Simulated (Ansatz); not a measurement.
Input file for Ansatz (a program for electronic structure): R-PBE/def2-TZVPP on Cl2H2Si (SMILES Cl[SiH2]Cl).

Ansatz 0.2 input:
```yaml
crystal:
  periodic: [false, false, false]
  atoms:
    - {symbol: Cl, position_ang: [-1.67606876, 0.43374004, -0.00367205]}
    - {symbol: Si, position_ang: [-0.01146751, -0.76596349, 0.02370896]}
    - {symbol: Cl, position_ang: [1.68829371, 0.38281595, -0.02160291]}
    - {symbol: H, position_ang: [-0.01654524, -1.54120689, 1.27268693]}
    - {symbol: H, position_ang: [-0.03073375, -1.61675610, -1.17493812]}
basis:
  gaussian:
    orbitals: def2-TZVPP
hamiltonian:
  xc: {name: PBE}
accuracy: high
relax: {f_tol: 0.0005, max_steps: 60}
scf: {lower_state_search: off}
output: {forces: true}
```

Program output:

```
WARN ansatz: RAYON_NUM_THREADS=6 ignored (pool sized by the plan → 6); use --threads N
Functional definition: PBE
these checks for a lower state are left out or cut short: stability, starts, cluster_reference, orbital_swaps, neighbouring_geometries, increment
integrals: 0.38 GiB planned
2591 factors; integrals over basis functions are off by at most 2.3e-9 eV
mean field: 0.70 GiB planned
mean field evaluation 1: about -32943.8364 eV, gradient 1.8e1 eV
mean field evaluation 2: about -32944.0518 eV, gradient 1.8e1 eV
mean field evaluation 4: about -32944.7782 eV, gradient 1.6e0 eV
mean field evaluation 8: about -32944.7826 eV, gradient 4.2e-2 eV
mean field evaluation 16: about -32944.7826 eV, gradient 1.0e-5 eV
mean field -32944.78258544 eV, -1210.6984292394 hartree, gradient 2.7e-8 eV, S^2 0.000000; 0 other end points of the search recorded, 0 dependent functions left out
the calculation of the forces begins
reference -32944.78258852 eV, -1210.6984293524 hartree; 25, 25 occupied and 129, 129 virtual orbitals, 2591 factors
relax step   1: F+E_penalty+E_count = -32944.78258544 eV  Δ(F+E_penalty+E_count) = +0.000e0 eV  max|allowed force component| = 2.354e-1 eV/Å  Δτ_max = 0.0000 Å  (18 SCF iters, accepted)
these checks for a lower state are left out or cut short: stability, starts, cluster_reference, orbital_swaps, neighbouring_geometries, increment
integrals: 0.38 GiB planned
2591 factors; integrals over basis functions are off by at most 2.4e-9 eV
mean field: 0.70 GiB planned
mean field -32944.78685885 eV, -1210.6985862842 hartree, gradient 2.0e-8 eV, S^2 0.000000; 0 other end points of the search recorded, 0 dependent functions left out
the calculation of the forces begins
reference -32944.78686193 eV, -1210.6985863974 hartree; 25, 25 occupied and 129, 129 virtual orbitals, 2591 factors
relax step   2: F+E_penalty+E_count = -32944.78685885 eV  Δ(F+E_penalty+E_count) = -4.273e-3 eV  max|allowed force component| = 8.131e-2 eV/Å  Δτ_max = 0.0100 Å  (29 SCF iters, accepted)
these checks for a lower state are left out or cut short: stability, starts, cluster_reference, orbital_swaps, neighbouring_geometries, increment
integrals: 0.38 GiB planned
2591 factors; integrals over basis functions are off by at most 2.4e-9 eV
mean field: 0.70 GiB planned
mean field evaluation 32: about -32944.7885 eV, gradient 4.0e-1 eV
mean field -32944.78724776 eV, -1210.6986005764 hartree, gradient 1.7e-8 eV, S^2 0.000000; 0 other end points of the search recorded, 0 dependent functions left out
the calculation of the forces begins
reference -32944.78725084 eV, -1210.6986006896 hartree; 25, 25 occupied and 129, 129 virtual orbitals, 2591 factors
relax step   3: F+E_penalty+E_count = -32944.78724776 eV  Δ(F+E_penalty+E_count) = -3.889e-4 eV  max|allowed force component| = 1.199e-2 eV/Å  Δτ_max = 0.0052 Å  (20 SCF iters, accepted)
these checks for a lower state are left out or cut short: stability, starts, cluster_reference, orbital_swaps, neighbouring_geometries, increment
integrals: 0.38 GiB planned
2591 factors; integrals over basis functions are off by at most 2.4e-9 eV
mean field: 0.70 GiB planned
mean field -32944.78682909 eV, -1210.6985851906 hartree, gradient 1.3e-8 eV, S^2 0.000000; 0 other end points of the search recorded, 0 dependent functions left out
the calculation of the forces begins
reference -32944.78683217 eV, -1210.6985853037 hartree; 25, 25 occupied and 129, 129 virtual orbitals, 2591 factors
relax step   4: F+E_penalty+E_count = -32944.78682909 eV  Δ(F+E_penalty+E_count) = +4.187e-4 eV  max|allowed force component| = 7.363e-2 eV/Å  Δτ_max = 0.0084 Å  (21 SCF iters, rejected (line search))
these checks for a lower state are left out or cut short: stability, starts, cluster_reference, orbital_swaps, neighbouring_geometries, increment
integrals: 0.38 GiB planned
2591 factors; integrals over basis functions are off by at most 2.4e-9 eV
mean field: 0.70 GiB planned
mean field -32944.78725764 eV, -1210.6986009393 hartree, gradient 2.6e-8 eV, S^2 0.000000; 0 other end points of the search recorded, 0 dependent functions left out
the calculation of the forces begins
reference -32944.78726072 eV, -1210.6986010525 hartree; 25, 25 occupied and 129, 129 virtual orbitals, 2591 factors
relax step   5: F+E_penalty+E_count = -32944.78725764 eV  Δ(F+E_penalty+E_count) = -9.875e-6 eV  max|allowed force component| = 3.797e-4 eV/Å  Δτ_max = 0.0009 Å  (19 SCF iters, accepted)
Total energy: -32944.78726072 eV, -1210.6986010525 hartree
Atom 0 at    -1.683426     0.435670    -0.003689 Å, force     0.000317    -0.000112     0.000002 eV/Å
Atom 1 at    -0.011402    -0.761581     0.023573 Å, force     0.000006     0.000380    -0.000012 eV/Å
Atom 2 at     1.695705     0.384522    -0.021699 Å, force    -0.000321    -0.000102     0.000005 eV/Å
Atom 3 at    -0.016532    -1.544828     1.285394 Å, force    -0.000002    -0.000087    -0.000121 eV/Å
Atom 4 at    -0.030867    -1.621154    -1.187397 Å, force    -0.000001    -0.000079     0.000126 eV/Å
Dipole moment:    -0.003410    -0.227741     0.007049 e Å
Checks for a lower state left out: stability, starts, cluster_reference, orbital_swaps, neighbouring_geometries, increment
```

The calculation finished and met its thresholds.

Cost: about 60 core-seconds (a rough figure).
